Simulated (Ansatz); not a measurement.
## Cost against result

Saddle point of GeSiH7, doublet (GeH₃ + SiH₄ → GeH₄ + SiH₃; bonds formed: H1–Ge3; bonds broken: H1–Si2), PBE0-D4/def2-TZVP structure:

```
9
angstrom
H -0.0105 -0.0151 -0.0786
Si 0.1738 0.2887 1.7967
Ge -0.1707 -0.2827 -1.7533
H -0.1890 1.7025 2.0814
H 1.5876 0.0285 2.1773
H -0.7378 -0.6374 2.5200
H 1.0405 -1.0895 -2.2517
H -0.2276 1.0742 -2.4758
H -1.4664 -1.0692 -2.0161
```

Barriers are electronic and count from the start structure reached by relaxing down the imaginary mode. Spin–orbit coupling is left out.

Computed with Ansatz 0.2.0 (basis: as named in each row); correlated methods freeze the cores; orbitals are unrestricted. Filled d shells of the heavier atoms are correlated. The def2 sets are not built for correlating such inner shells, so the correlated values are less sure here. B3LYP uses VWN-RPA correlation. Extrapolation: Hartree–Fock as exp(−7.88 √X), correlation as X^−2.97.

Times are rough, for one single point on 4 threads of a shared host (Arm Neoverse V2).

The estimate by CCSD(T) at an estimated basis limit (MP2 extrapolated from triple and quadruple zeta, plus CCSD(T) − MP2 in triple zeta) is 0.526 eV.

```csv
method,basis,time (s),barrier (eV),method less estimate
HF,STO-3G,under 1,0.709,0.183
SPW92,def2-SVP,under 1,-0.014,-0.540
PBE-D4,STO-3G,under 1,0.016,-0.510
B3LYP-D4,6-31G,under 1,0.228,-0.297
PBE-D4,def2-SVP,under 1,0.185,-0.340
SPW92,def2-TZVPP,under 1,0.015,-0.510
PBE0-D4,def2-SVP,1,0.307,-0.218
PBE-D4,def2-TZVPP,2,0.209,-0.316
BLYP-D4,def2-TZVPP,2,0.301,-0.224
PBE0-D4,def2-TZVPP,3,0.334,-0.192
B3LYP-D4,def2-TZVPP,3,0.390,-0.135
BHLYP-D4,def2-TZVPP,3,0.531,0.005
CAM-B3LYP-D4,def2-TZVPP,3,0.472,-0.054
RPA on PBE,def2-TZVPP,3,0.569,0.043
PBE-QIDH,def2-TZVPP,4,0.498,-0.027
B2PLYP,def2-TZVPP,4,0.513,-0.012
r2SCAN-D4,def2-TZVPP,4,0.329,-0.197
CCSD(T),def2-SVP,4,0.658,0.132
wB97M-V,def2-SVP,5,0.518,-0.007
r2SCAN0-D4,def2-TZVPP,6,0.413,-0.113
wB97X-V,def2-TZVPP,7,0.483,-0.043
B97M-V,def2-TZVPP,8,0.271,-0.254
wB97M-V,def2-TZVPP,9,0.553,0.027
MP2,def2-QZVPP,13,0.590,0.065
CCSD(T),def2-TZVPP,110,0.558,0.033
```

All methods are single points on the PBE0-D4 structures; a negative value means that the method puts the saddle structure below the start.

The T1 diagnostic stays at or below 0.014. ⟨S²⟩ of the unrestricted Hartree–Fock references: 0.75 to 0.77 (a pure state has 0.75).

Radical steps of this kind take place in plasma deposition and etching.
